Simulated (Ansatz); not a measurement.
`[CH3][Ge]([CH3])([F])[F]` + NH₃ → `[CH3][Ge]([NH2])([F])[F]` + CH₄ at 500 K and 1 bar (ligand exchange at a Ge–C bond).

Isolated molecules relaxed with PBE0-D4/def2-TZVP in Ansatz; ΔE leaves out vibrations. CBS: MP2 limit from def2 TZ/QZ plus the TZ coupled-cluster correction, frozen cores. This one scheme is used for every species. For Ge outer-core shells are correlated without core-valence functions, which leaves a few kJ/mol of doubt a bond. Scalar relativity is left out up to krypton. Each species was taken in one conformer, which may not be the lowest.

```
                   species  CCSD(T)/CBS energy (Eh)  H − E (kJ/mol)  S (J/(mol·K))
`[CH3][Ge]([CH3])([F])[F]`              -2355.52488           255.6          430.2
                       NH₃                -56.50880           108.2          211.8
`[CH3][Ge]([NH2])([F])[F]`              -2371.58148           226.6          429.9
                       CH₄                -40.46206           135.6          206.8
```

H − E and S are ideal-gas, rigid-rotor, harmonic terms from PBE0-D4/def2-TZVP, for one conformer and one mirror image of each species. 1 Eh = 2625.50 kJ/mol, R = 8.31446 J/(mol·K).

Q: By hand: ΔE, ΔH, ΔS and ΔG.

A: ΔE = (-2371.58148) + (-40.46206) − (-2355.52488) − (-56.50880) = -0.00986 Eh = -25.9 kJ/mol. Δ(H − E) = 226.6 + 135.6 − 255.6 − 108.2 = -1.6, so ΔH = -27.5 kJ/mol. ΔS = 429.9 + 206.8 − 430.2 − 211.8 = -5.3 J/(mol·K). ΔG = -27.5 − 500 × (-5.3)/1000 = -24.9 kJ/mol.

Q: By hand: the equilibrium constant, and the temperature at which ΔG would vanish if ΔH and ΔS stayed fixed.

A: log₁₀ K = −ΔG/(RT ln 10) = 2.6. ΔG = 0 at ΔH/ΔS = 5189 K, far beyond where these terms or the molecules hold.

The number of gas molecules stays the same, so ΔS is small and ΔH decides. A doubt of 5 kJ/mol in ΔE shifts log₁₀ K by 0.5 here. Other conformers and mirror images would add mixing entropy, several J/(mol·K) or more a flexible species. These are equilibria of isolated gas molecules and say nothing of rates. Largest T1 diagnostic: 0.011 (customary marks: 0.02 for closed shells, 0.045 for open ones).
